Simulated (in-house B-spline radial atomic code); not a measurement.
Atomic self-consistent-field run: As+ (an excited or competing configuration). Level of theory: scalar-relativistic (X2C) B97-1, spin-polarised, spherical fractional occupations, exact exchange averaged over the configuration, Fermi nucleus of rms radius 4.0968 fm; calculated with an all-electron radial atomic-structure program (B-spline basis).

Command:
```bash
python run_scf.py task.json out
```
Settings (nuclear radius in fm, mass in u):
```
Z                33
configuration    [Ar] 3d10 4s1 4p3
hamiltonian      x2c
method           b97_1
spin_polarised   True
nucleus          fermi
rms_radius       4.0968
atomic_mass      74.92159
speed_of_light   137.035999084
exact_exchange   averaged over the configuration
```

Output (hartree, bohr):
```
 radial grid: 82 intervals, B-splines of order 8, outer radius 60 bohr

 iter        energy (Eh)    residual
    1       -2259.192084    3.85e-01
    2       -2259.653778    1.27e-01
    3       -2260.024478    1.52e-02
    4       -2260.026777    7.57e-03
    5       -2260.027046    1.20e-03
    6       -2260.027053    7.69e-04
    7       -2260.027064    2.95e-05
    8       -2260.027064    1.65e-06
    9       -2260.027064    1.20e-07

 total energy                     -2260.02706
 kinetic                            2310.5979
 electron-nucleus                  -5443.2006
 Hartree                             956.5947
 exact exchange                      -17.3325
 exchange-correlation                -66.6865

 orbital      occ     eigenvalue          <r>       <r^2>       <1/r>       r_max
 1s up      1.000      -432.4253    0.0450994  0.00274992     34.1745     0.02928
 1s down    1.000      -432.4145    0.0450991  0.00274988     34.1746     0.02928
 2s up      1.000       -55.6750     0.202351   0.0483595     7.49119        0.17
 2s down    1.000       -55.6672     0.202352   0.0483584     7.49082        0.17
 2p up      3.000       -48.8345     0.177102   0.0384313      7.2306      0.1362
 2p down    3.000       -48.8249     0.177112   0.0384346     7.23012      0.1362
 3s up      1.000        -7.6678      0.59774    0.411836     2.40621      0.5218
 3s down    1.000        -7.6515     0.597884    0.411845     2.40425      0.5222
 3p up      3.000        -5.5371     0.616865    0.447235     2.23551      0.5215
 3p down    3.000        -5.5214      0.61642    0.446164      2.2355      0.5218
 3d up      5.000        -2.0310     0.677238    0.579419     1.90838      0.4773
 3d down    5.000        -2.0142     0.669987     0.56281     1.91922       0.477
 4s up      1.000        -0.9997      1.86359     3.95071    0.702146       1.605
 4p up      3.000        -0.5951      2.22917     5.71186    0.578582       1.879
```

Run time, properties included: 0.32 s on 1 thread of Intel(R) Xeon(R) 6975P-C, on a shared host.

One-electron X2C: radii and densities carry no picture-change correction, so inner-shell <1/r> comes out high (for 1s by about 2 % at Z = 33, 5 % at 54, 10 % at 75, 30 % at 118) and <r> low.
